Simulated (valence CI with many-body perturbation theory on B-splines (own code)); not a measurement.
# Ni²²⁺: key properties

Level of theory: valence CI with perturbative core correlation (CI+MBPT): four valence electrons over a frozen Dirac-Fock core [He], radial functions for each j: 11 s, 11 p, 9 d, 7 f, 5 g, 2 h, 1 i, with the one-electron correlation potential Σ1, the two-electron term Σ2, the three-electron term Σ3, Breit, model QED; selected CI, second order for the rest (own B-spline code, finite nucleus).

No measured spectrum was set against this ion. As an estimate, levels of excited configurations hold to 0.05 to 0.15 % of their energy, terms of the ground configuration to about 0.5 %. Among the levels kept, up to 270 cm⁻¹ of a level comes from second order outside the variational space, and about a tenth of that is noise between levels of different J, which matters for small intervals.

Names give the largest LS component (configuration and term), which can be under half, so a name can repeat, a term be missing and a line seem to break the LS rules; names also repeat where a configuration has a term twice.

Rates and lifetimes use the calculated energies. Strong lines usually hold to 10 to 20 %, long lifetimes can be off by a factor of two.

Question: What is the ground level?

Answer: 2s²2p² ³P_0, composition 87 % 2s²2p² ³P + 12 % 2s²2p² ¹S.

Question: What is the ionisation energy?

Answer: 2010.8 eV; NIST lists 2008.1 ± 1.3 eV (semi-empirical).

Question: How is the term ³P of the ground level split?

Answer: J = 0 at 0.000, J = 1 at 1.000, J = 2 at 1.475 Ry.

Question: Name the longest-lived excited levels whose lifetime is computed, and their main decay.

Answer: 2s²2p² ³P_2 at 1.475 Ry lives 753 μs, mostly by M1 to 2s²2p² ³P_1; 2s²2p² ³P_1 at 1.000 Ry lives 47.9 μs, mostly by M1 to 2s²2p² ³P_0; 2s²2p² ¹D_2 at 2.959 Ry lives 12.6 μs, mostly by M1 to 2s²2p² ³P_1.

Question: What are the static dipole polarisabilities of the lowest levels?

Answer: 2s²2p² ³P_0 0.00840; 2s²2p² ³P_1 0.00899 (tensor 0.00044); 2s²2p² ³P_2 0.00868 (tensor 0.00018) bohr³, of which the core gives 1.48e-05.

Question: Where does the other parity begin?

Answer: At 2s2p³ ⁵S°_2, 5.342 Ry.

Question: Among levels below 94.351 Ry, which E1 lines absorb most strongly from the ground level?

Answer: to 2s²2p3d ³D°_1 at 1.037 nm, f = 1.30; to 2s2p²3p ³D°_1 at 1.010 nm, f = 0.263; to 2s2p³ ³D°_1 at 11.18 nm, f = 0.0915.
